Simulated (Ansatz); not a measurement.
One change: `[CH3][Ga]([CH3])[O][Ga]([CH3])[CH3]` becomes `[CH3][Ga]([CH3])[OH]`.

Ansatz, PBE0-D4/def2-TZVP geometries, multiplicity 1. Each molecule was computed in one conformer, which needn't be the lowest.

Scalar relativity is left out up to krypton.

| property | `[CH3][Ga]([CH3])[O][Ga]([CH3])[CH3]` |
| --- | --- |
| HOMO–LUMO gap (PBE0/def2-TZVPP) / eV | 6.75 |
| LUMO energy (PBE0/def2-TZVPP) / eV | -0.26 |
| size of the dipole moment (PBE/def2-TZVPP) / D | 0.96 |
| HOMO–LUMO gap (ωB97M-V/def2-TZVPP) / eV | 10.63 |
| HOMO energy (ωB97M-V/def2-TZVPP) / eV | -9.25 |
| HOMO energy (PBE/def2-TZVPP) / eV | -5.70 |

Question: What does the change do to each property? (An estimate is asked.)

Answer: The calculation gave: 
| property | `[CH3][Ga]([CH3])[OH]` | shift |
| --- | --- | --- |
| HOMO–LUMO gap (PBE0/def2-TZVPP) / eV | 7.53 | 0.78 |
| LUMO energy (PBE0/def2-TZVPP) / eV | -0.20 | 0.06 |
| size of the dipole moment (PBE/def2-TZVPP) / D | 1.70 | 0.74 |
| HOMO–LUMO gap (ωB97M-V/def2-TZVPP) / eV | 11.39 | 0.76 |
| HOMO energy (ωB97M-V/def2-TZVPP) / eV | -9.94 | -0.69 |
| HOMO energy (PBE/def2-TZVPP) / eV | -6.44 | -0.74 |

With PBE0 the HOMO falls by 0.71 eV and the LUMO rises by 0.06 eV, so the gap widens by about 0.77 eV. PBE moves the HOMO by -0.74 eV and ωB97M-V by -0.69 eV. Dipoles are sizes alone; their direction can turn.
